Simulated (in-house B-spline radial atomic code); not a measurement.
Relativistic effects in the aluminium ion Al²⁺, [Ne] 3s1: non-relativistic Hartree-Fock (point nucleus) against Dirac-Hartree-Fock (Fermi nucleus of rms radius 3.061 fm), both averages of the configuration, computed with a radial B-spline atomic code at the basis-set limit.

```
orbital  ε NR (Eh)  ε Dirac (Eh)  <r> NR (bohr)  <r> Dirac (bohr)  change of <r> (%)
  1s1/2    -59.265       -59.398         0.1203            0.1199               -0.3
  2s1/2    -5.6526             ?         0.6198                 ?                  ?
  2p1/2     -3.964             ?         0.5986                 ?                  ?
  2p3/2     -3.964       -3.9573         0.5986            0.5989                0.0
  3s1/2    -1.0311       -1.0329          2.236             2.232               -0.2
```

Task: What happens to 2p1/2?

Result: Its energy goes to -3.9748 hartree and <r> to 0.5968 bohr (-0.30 %).

Task: What happens to 2s1/2?

Result: Its energy goes to -5.672 hartree and <r> to 0.618 bohr (-0.29 %).

Task: What explains the pattern of contraction and expansion?

Result: The s and p1/2 orbitals contract directly, as their density near the nucleus moves at relativistic speed. Nothing expands appreciably in this ion.

Task: By how much does the total energy change?

Result: By -0.45323 hartree, from -241.031 to -241.484.
